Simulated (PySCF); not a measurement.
Compound: C7H9P2Si (charge -1).
Cartesian coordinates in Å at the PBE0-D3(BJ)/def2-SVP level; atoms count from 1:
```xyz
19
C7H9P2Si angstrom
C      4.175   -0.293   -0.281
C      3.181   -0.013    0.583
C      1.750    0.059    0.322
P      0.658    0.472    1.626
C     -0.815    0.382    0.662
C     -2.141    0.639    1.210
C     -2.480    1.008    2.460
C     -0.631    0.038   -0.701
Si    -1.989   -0.124   -1.949
P      1.008   -0.246   -1.247
H      5.218   -0.316    0.047
H      3.972   -0.506   -1.336
H      3.468    0.192    1.626
H     -2.969    0.512    0.496
H     -1.723    1.160    3.235
H     -3.526    1.165    2.736
H     -1.423   -0.483   -3.291
H     -2.802    1.129   -2.157
H     -3.015   -1.182   -1.630
```

Level: PBE0/pcSseg-1 in PySCF, non-relativistic, on one gas-phase PBE0-D3(BJ)/def2-SVP geometry that isn't relaxed in the solvent. The solvent is an IEF-PCM continuum (cavity from Bondi-type radii × 1.2). Only the electrostatic response of the medium enters.

```csv
run,E − E(gas) (kcal/mol),HOMO (eV),HOMO–LUMO gap (eV)
gas,0.00,-1.52,4.02
P,-21.82,-3.35,4.07
Q,-43.90,-5.10,4.12
```

Problem. The runs were made in acetone and cyclohexane. Which run belongs to which solvent?

Solution. P = cyclohexane, Q = acetone. The dielectric constants are 2.017 (cyclohexane), 20.49 (acetone), and the energy falls further as ε rises. In this model the ground state sees the solvent through ε alone.

Problem. How constant is the ratio of the lowering to 1 − 1/ε?

Solution. 
```
    solvent  1 − 1/ε  E − E(gas) (kcal/mol)  ratio (kcal/mol)  polarisation term (kcal/mol)
cyclohexane    0.504                 -21.82             -43.3                        -22.19
    acetone    0.951                 -43.90             -46.2                        -46.39
```

The ratio changes by +6.6 % in size from cyclohexane to acetone. The polarisation term is half the interaction of the solute with the induced surface charges.

Hardware: one thread of an Arm Neoverse V2, no GPU, on a shared host. Cost: 52 s, 1.2 GiB resident at most. This is the whole shielding run at PBE0/pcSseg-1 in acetone, SCF included.
